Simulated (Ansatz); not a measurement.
`ClC[CH2][GeH3]` → `Cl[CH2][GeH3]` + `[CH2]` (triplet) at 298.15 K and 1 bar (formal loss of a carbene).

Gas-phase electronic energies from Ansatz, PBE0-D4/def2-TZVP geometries. CBS: MP2 limit from def2 TZ/QZ plus the TZ coupled-cluster correction, frozen cores. This one scheme is used for every species. Triplets are unrestricted, without spin–orbit coupling. For Ge outer-core shells are correlated without core-valence functions, which leaves a few kJ/mol of doubt a bond. Scalar relativity is left out up to krypton. One conformer a species, not always the lowest.

```tsv
species	CCSD(T)/CBS energy (Eh)	H − E (kJ/mol)	S (J/(mol·K))
`ClC[CH2][GeH3]`	-2616.20171	229.6	341.6
`Cl[CH2][GeH3]`	-2576.93687	151.1	311.5
`[CH2]` (triplet)	-39.09499	55.4	195.3
```

H − E and S are ideal-gas, rigid-rotor, harmonic terms from PBE0-D4/def2-TZVP, for one conformer and one mirror image of each species, with the whole ground term of open shells counted as degenerate. 1 Eh = 2625.50 kJ/mol, R = 8.31446 J/(mol·K).

Problem. By hand: ΔE, ΔH, ΔS and ΔG.

Solution. ΔE = (-2576.93687) + (-39.09499) − (-2616.20171) = 0.16985 Eh = 445.9 kJ/mol. Δ(H − E) = 151.1 + 55.4 − 229.6 = -23.1, so ΔH = 422.8 kJ/mol. ΔS = 311.5 + 195.3 − 341.6 = 165.2 J/(mol·K). ΔG = 422.8 − 298.15 × (165.2)/1000 = 373.5 kJ/mol.

Problem. By hand: the equilibrium constant, and the temperature at which ΔG would vanish if ΔH and ΔS stayed fixed.

Solution. log₁₀ K = −ΔG/(RT ln 10) = -65.4. ΔG = 0 at ΔH/ΔS = 2559 K, far beyond where these terms or the molecules hold.

The number of gas molecules changes by +1, which sets the sign of ΔS. A doubt of 5 kJ/mol in ΔE shifts log₁₀ K by 0.9 here. Other conformers and mirror images would add mixing entropy, several J/(mol·K) or more a flexible species. A triplet takes part, so the spin changes. These are equilibria of isolated gas molecules and say nothing of rates. Largest T1 diagnostic: 0.011 (customary marks: 0.02 for closed shells, 0.045 for open ones).
